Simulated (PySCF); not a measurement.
C5H7BO. Atoms are numbered in the order given.

```xyz
14

C     -2.9921    -0.8415     0.1306
C     -1.6601    -0.9393    -0.0769
B     -0.6746     0.2525     0.1681
O     -1.2022     1.4426     0.6134
C      0.8368     0.1161    -0.0754
C      2.0484    -0.0003    -0.2732
C      3.4762    -0.1461    -0.5050
H     -3.4401     0.1020     0.4874
H     -3.6854    -1.6827    -0.0427
H     -1.2560    -1.9033    -0.4343
H     -0.5048     2.1121     0.7322
H      4.0019    -0.4260     0.4325
H      3.9305     0.7990    -0.8698
H      3.6889    -0.9377    -1.2537
```

Geometry optimised at PBE-D3(BJ)/def2-SVP. The structure was generated by enumeration, and PubChem lists no compound with its InChIKey, so it may never have been made. One conformer was computed; it need not be the lowest.

Level of theory: PBE-D3(BJ)/def2-SVP in PySCF.

Harmonic, unscaled wavenumbers; measured fundamentals usually lie a few per cent lower.

A small imaginary wavenumber (i) marks a very flat motion, where grid noise or a shallow saddle decides the sign.

```
mode  ν (cm⁻¹)  IR (km/mol)  moving atoms (share of kinetic energy)
----  --------  -----------  --------------------------------------
1          17i          0.1                                  H 96 %
2           61          2.7                          C 59 %, H 35 %
3           82          1.0                  C 60 %, H 22 %, O 12 %
4          142          0.4                  C 70 %, H 19 %, O 10 %
5          217          0.3                  C 39 %, O 36 %, H 22 %
6          298          9.4                  C 67 %, H 21 %, O 11 %
7          365          0.6                  C 49 %, H 31 %, B 17 %
8          383          3.2                   C 72 %, H 18 %, O 9 %
9          439         12.5                   H 52 %, C 40 %, B 8 %
10         496          5.5                    C 80 %, O 9 %, H 9 %
11         601         72.3                                  H 86 %
12         649          7.5          C 40 %, O 28 %, H 20 %, B 12 %
13         700         45.9                  B 54 %, C 23 %, H 19 %
14         885         73.1                  H 46 %, C 29 %, B 24 %
15         960         24.0                          H 72 %, C 28 %
16         985          6.7                          H 67 %, C 32 %
17         990          7.8                          H 70 %, C 22 %
18         992          4.8                          H 68 %, C 32 %
19        1019         11.6                           H 92 %, C 8 %
20        1047         94.5                  H 51 %, C 38 %, O 11 %
21        1206        139.9                  H 47 %, B 28 %, C 24 %
22        1273         55.5                  H 54 %, C 29 %, B 16 %
23        1331         72.8          H 50 %, B 29 %, C 11 %, O 10 %
24        1341        131.0          B 36 %, H 32 %, C 21 %, O 10 %
25        1386          5.9                                  H 96 %
26        1388         80.9                  H 73 %, C 15 %, B 11 %
27        1391         11.0                                  H 96 %
28        1631         73.2                          C 85 %, H 12 %
29        2232        179.1                                  C 99 %
30        2959         17.9                                  H 97 %
31        3042          2.5                           H 91 %, C 9 %
32        3044          2.5                           H 91 %, C 9 %
33        3052         19.0                                  H 95 %
34        3080          7.4                           H 92 %, C 8 %
35        3149          8.9                          H 89 %, C 11 %
36        3736         56.1                                  H 94 %
```
